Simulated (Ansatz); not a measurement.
Pulling on the Si1–H2 bond in FHSi (SMILES F[SiH]) (multiplicity 1 held, fragments rigid). Energies count from the point at 1.538 Å.
Geometry at that point (charge 0, multiplicity 1):
```xyz
3

Si    -0.2073    -0.3454     0.4496
H     -1.0031    -1.1949    -0.5558
F      0.4339     0.6700    -0.6376
```

Restricted levels (R-, RO-) in cc, def2 and unpolarised 6-31G sets keep to the state of the molecule at rest. Unrestricted levels (U-) break spin symmetry where that is lower. Curves can end on different states.

Frozen-core correlation.

Codes used: Ansatz (Gaussian orbitals). Each number belongs to the level named beside it.

### Question
One of these levels gives 144.42 kcal/mol for the energy at R = 4.922 Å. Which one is it?
(A) U-PBE/cc-pV(T+d)Z
(B) R-SCS-MP2/cc-pV(T+d)Z
(C) R-HF/cc-pV(T+d)Z
(D) U-HF/cc-pV(T+d)Z

### Answer
C, R-HF/cc-pV(T+d)Z. The others give 58.07 (U-HF/cc-pV(T+d)Z), 73.30 (U-PBE/cc-pV(T+d)Z), 102.75 (R-SCS-MP2/cc-pV(T+d)Z)

Doubts at one or more of the structures used: a restricted determinant that unrestricted orbitals would lower (R-HF/cc-pV(T+d)Z, R-SCS-MP2/cc-pV(T+d)Z); a spin-contaminated determinant (U-HF/cc-pV(T+d)Z, U-PBE/cc-pV(T+d)Z).

Ansatz is a quantum-chemistry and plane-wave program.
